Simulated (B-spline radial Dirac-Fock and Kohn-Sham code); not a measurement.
**L-shell conversion coefficients of Ge against transition energy**

Calculated with a B-spline atomic structure program, using a Dirac-Hartree-Slater potential of the neutral atom with a Latter tail (no hole, which puts coefficients of high multipoles low close above an edge), finite nucleus with surface currents. Subshells within 1 keV of threshold and pair formation are left out.

```
energy (keV)        E1        E2        M1        M2        M3        M5
        17.3      1.20       192      1.21       127     13600  9.68e+07
        19.6     0.834       105     0.836      73.3      6570  3.62e+07
          20     0.786      95.7     0.788      67.1      5850  3.09e+07
        32.5     0.188      10.1     0.188      8.35       382    725000
        35.1     0.150      7.13     0.150      6.04       251    404000
          50    0.0521      1.52    0.0538      1.41      38.1     28800
        53.9    0.0416      1.10    0.0434      1.04      25.8     16600
        67.7    0.0209     0.421    0.0227     0.421      8.04      3190
        75.1    0.0153     0.274    0.0169     0.281      4.78      1520
         100   0.00644    0.0852   0.00765    0.0941      1.18       207
         118   0.00391    0.0439   0.00487    0.0509     0.539      67.5
         144   0.00215    0.0200   0.00286    0.0247     0.215      18.1
         200  0.000807   0.00561   0.00121   0.00782    0.0500      2.25
         210  0.000699   0.00466   0.00107   0.00662    0.0406      1.67
         236  0.000497   0.00301  0.000793   0.00447    0.0248     0.822
         339  0.000179  0.000811  0.000323   0.00139   0.00573     0.102
         500  6.46e-05  0.000222  0.000129  0.000431   0.00135    0.0133
         663  3.30e-05  9.56e-05  6.83e-05  0.000194  0.000512   0.00348
         687  3.05e-05  8.64e-05  6.32e-05  0.000176  0.000456   0.00297
         814  2.11e-05  5.46e-05  4.38e-05  0.000112  0.000265   0.00142
        1000  1.40e-05  3.27e-05  2.84e-05  6.63e-05  0.000142  0.000610
        1240  9.36e-06  2.00e-05  1.84e-05  3.92e-05  7.65e-05  0.000270
        1260  9.10e-06  1.93e-05  1.78e-05  3.78e-05  7.32e-05  0.000255
        1380  7.77e-06  1.59e-05  1.49e-05  3.05e-05  5.71e-05  0.000185
        1550  6.40e-06  1.25e-05  1.19e-05  2.34e-05  4.19e-05  0.000124
        1870  4.75e-06  8.67e-06  8.39e-06  1.54e-05  2.61e-05  6.79e-05
        2000  4.29e-06  7.64e-06  7.42e-06  1.34e-05  2.21e-05  5.52e-05
        2040  4.16e-06  7.37e-06  7.16e-06  1.28e-05  2.11e-05  5.20e-05
```

Problem. How fast do they fall between 1870 and 2040 keV?

Solution. As powers of the energy: E1 E^-1.51, E2 E^-1.86, M1 E^-1.81, M2 E^-2.14, M3 E^-2.44, M5 E^-3.06. Within one type (E or M) the higher multipoles fall faster.
